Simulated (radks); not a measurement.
The nitrogen anion N-, [He] 2s2 2p4, held by a Watson sphere: a shell of charge +1 at radius R that stands for the Madelung well of a crystal (potential energy -1/R inside, -1/r outside, in hartree with lengths in bohr). Method: scalar-relativistic Kohn-Sham, r2SCAN, spin-polarised, spherical densities, finite nucleus; open shells are filled with parallel spins first; meta-GGA in the generalised Kohn-Sham scheme; Fermi nuclear charge, rms radius of each element as measured or else 0.836 A^(1/3) + 0.57 fm; computed with a radial shooting solver on a logarithmic mesh with Libxc functionals.

R (bohr)  e(2s down) (eV)  e(2p up) (eV)  e(2p down) (eV)  <r> 2p (bohr)  sum of <r^2> (bohr^2)  X-ray form factor at sin(theta)/lambda = 0.2 1/angstrom
1.75              -17.804         -8.841           -5.578          1.669                  16.96                                                    4.885
2                 -17.160         -8.303           -5.120          1.729                  17.85                                                    4.813
2.11              -16.890         -8.074           -4.919          1.755                  18.21                                                    4.788
3.32              -14.554         -6.027           -3.009          2.054                  21.69                                                    4.648
3.52              -14.271         -5.776           -2.760          2.109                  22.22                                                    4.640

Estimate the row for R = 3.47 bohr.

Answer. e(2s down) (eV) -14.339; e(2p up) (eV) -5.837; e(2p down) (eV) -2.820; <r> 2p (bohr) 2.095; sum of <r^2> (bohr^2) 22.09; X-ray form factor at sin(theta)/lambda = 0.2 1/angstrom 4.642.
